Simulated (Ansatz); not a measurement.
Basis-set extrapolation for Al₂BFH₄O, SMILES `F[B]([AlH2])[O][AlH2]` (PBE0-D4/def2-TZVP geometry, frozen core, Ansatz). Multiplicity 1, RHF reference.

```csv
,def2-TZVPP,def2-QZVPP
HF,-685.389291,-685.413221
MP2 correlation,-0.729089,-0.790636
CCSD(T) correlation,-0.790922,not run
```

Energies in hartree. Use E(X) = E(∞) + A·exp(−7.88·√X) for Hartree–Fock and E(X) = E(∞) + B·X^(−2.97) for correlation, with X = 3 and 4, and add CCSD(T) minus MP2 of the smaller set to the MP2 limit.

What is the CCSD(T) energy at the basis-set limit?

HF limit: -685.413221 + (-0.023930) × 0.13774 = -685.41652. MP2 limit: -0.790636 + (-0.061547) × 0.74074 = -0.83623. Higher-order term: -0.790922 − (-0.729089) = -0.06183. Total: -686.31458 hartree, 84.3 kcal/mol below CCSD(T)/def2-TZVPP.
